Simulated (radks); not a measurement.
The mean radii <r> (bohr) of the occupied orbitals of an atom or ion are listed with their occupations. All-electron calculation, scalar-relativistic Kohn-Sham, exchange-only LDA, spin-polarised, spherical densities, point nucleus. Program: a radial shooting solver on a logarithmic mesh with Libxc functionals.

orbital  occ.      <r>
1s down     1  0.02233
1s up       1  0.02233
2s up       1  0.09518
2s down     1  0.09518
2p up       3  0.08393
2p down     3  0.08392
3s up       1   0.2499
3s down     1   0.2497
3p up       3   0.2482
3p down     3   0.2481
3d up       5   0.2261
3d down     5   0.2259
4s up       1   0.5592
4s down     1   0.5594
4p up       3   0.5885
4p down     3   0.5887
4d up       5   0.6284
4d down     5   0.6291
5s up       1    1.160
5s down     1    1.166
4f up       3   0.6965

Name the element and its charge. Open shells, if any, are filled with parallel spins first.

Answer. Z = 63, europium, charge +12: Eu12+ in [Kr] 4d10 4f3 5s2. The 1s radius gives Z: for a bare nucleus <r> = (2 gamma + 1)/(2Z) with gamma = sqrt(1 - (Z/c)^2), 0.02203 bohr for Z = 63, and screening makes it slightly larger (0.02233 here). The occupations add up to 51, and the charge is Z minus that.
